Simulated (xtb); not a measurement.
C3H8MgO, SMILES [CH](C)([Mg][OH])C. All values are semi-empirical tight-binding results from xtb (GFN2-xTB unless named), good for trends rather than for accurate numbers. Geometry optimised at GFN2-xTB. The structure was generated by enumeration; whether it is a known compound was not checked. Other conformers were not sampled.

For metal compounds this method's bond lengths and energies can be far off.

* **orbital gap**: 2.64 eV
* **zero-point energy**: 64.5 kcal/mol
* **G − E(el) at 298.15 K (modified RRHO)**: 44.3 kcal/mol
